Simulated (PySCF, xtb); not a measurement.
Zn(SeH)(GeH3) (GeH₄SeZn), SMILES [GeH3][Zn][SeH].

GFN2-xTB (xtb) at its own geometry gives an orbital gap of 3.95 eV and a dipole moment of 3.50 D.

Geometry: B3LYP-D3(BJ)/def2-SVP. The structure was generated by enumeration; whether it is a known compound was not checked. Other conformers were not sampled.

Task: What does PySCF with PBE0/def2-TZVPD give? (Estimate from the structure and the level; the computed values follow.)

Result: gap 5.73 eV (levels -6.95 and -1.22 eV), dipole 0.99 D.
